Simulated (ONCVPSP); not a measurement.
**An all-electron radial function and its pseudo partner (magnesium (Mg))**

Columns: radius, all-electron u(r) and pseudo u(r) of the 2s shell (level -80.92 eV) of magnesium in the configuration [He] 2s2 2p6 3s1.5 3p0.5; PBE, scalar-relativistic, ONCV scheme, ONCVPSP 4.0.1.

| r (bohr) | all-electron | pseudo |
| --- | --- | --- |
| 0.057 | -0.5505 | 0.1640 |
| 0.115 | -0.4126 | 0.3315 |
| 0.172 | -0.0505 | 0.4958 |
| 0.230 | 0.3415 | 0.6592 |
| 0.288 | 0.6749 | 0.8130 |
| 0.345 | 0.9220 | 0.9473 |
| 0.402 | 1.0896 | 1.0577 |
| 0.460 | 1.1900 | 1.1396 |
| 0.518 | 1.2332 | 1.1871 |
| 0.575 | 1.2339 | 1.2007 |
| 0.632 | 1.2045 | 1.1846 |
| 0.690 | 1.1532 | 1.1435 |
| 0.747 | 1.0893 | 1.0854 |
| 0.805 | 1.0162 | 1.0150 |
| 0.862 | 0.9406 | 0.9404 |
| 0.920 | 0.8631 | 0.8629 |
| 0.977 | 0.7882 | 0.7881 |
| 1.035 | 0.7150 | 0.7150 |
| 1.092 | 0.6470 | 0.6469 |
| 1.150 | 0.5822 | 0.5821 |
| 1.208 | 0.5222 | 0.5221 |
| 1.265 | 0.4680 | 0.4680 |
| 1.322 | 0.4185 | 0.4184 |
| 1.380 | 0.3726 | 0.3726 |
| 1.438 | 0.3312 | 0.3312 |
| 1.495 | 0.2945 | 0.2944 |

Task: How many radial nodes do the two functions have?

Result: The all-electron 2s function has n − l − 1 = 1; the pseudo-wave has 0, since the states of the same l below it are removed with the core.

Task: At about which radius was the pseudo-wave matched?

Result: 1.05 bohr. The columns agree to 0.0005 from 0.86 bohr on; several derivatives are matched, so the curves merge somewhat inside the radius.

Task: Where does each function peak?

Result: Outermost all-electron maximum near 0.57 bohr, pseudo maximum near 0.57 bohr (to the table’s step).

Task: Is the pseudo-wave norm-conserving?

Result: Yes: the ONCV scheme keeps the norm inside the radius equal to the all-electron one, which fixes the energy derivative of the logarithmic derivative at the level.
